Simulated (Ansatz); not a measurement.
Reaction (cleavage of the B–Si bond): `O[SiH2]B(F)F` + CH₃SH → `CSB(F)F` + `O[SiH3]`

Isolated molecules relaxed with PBE0-D4/def2-TZVP in Ansatz; ΔE leaves out vibrations. CCSD(T)/CBS adds triple-zeta CCSD(T) − MP2 to the extrapolated MP2 energy (def2 sets, frozen cores). This one scheme is used for every species. DFT in def2-TZVPP. Each species was taken in one conformer, which may not be the lowest.

Q: Is it downhill or uphill in electronic energy at CCSD(T)/CBS, and by how much? (Estimate.)

A: Ansatz gave: Downhill: ΔE = -91.0 kJ/mol.

Q: What do these levels give: LDA (SPW92), r2SCAN-D4, PBE0-D4, BHLYP-D4, ωB97X-V, ωB97M-V, revPBE, BLYP, PBE0, LC-ωPBE, MP2/def2-SVP, HF/def2-QZVPP? (Estimate.)

A: Computed: LDA (SPW92) -91.4, r2SCAN-D4 -96.0, PBE0-D4 -89.6, BHLYP-D4 -93.1, ωB97X-V -88.9, ωB97M-V -92.8, revPBE -83.1, BLYP -85.1, PBE0 -88.7, LC-ωPBE -86.7, MP2/def2-SVP -110.2, HF/def2-QZVPP -92.6 kJ/mol.

Largest T1 diagnostic among the species: 0.013.

From BLYP to BHLYP (50 % exact exchange), in def2-TZVPP and without D4, ΔE moves by −7.0 kJ/mol. Leaving LDA and LC-ωPBE aside and taking each functional with its dispersion term where it has one, the values, not all of them listed here, spread over 12.0 kJ/mol, from B97M-V to PBE-D4. LDA lies −5.9 kJ/mol from PBE without D4. At CCSD(T), def2-SVP lies −11.5 kJ/mol from the extrapolated value and def2-TZVPP −0.3 kJ/mol.
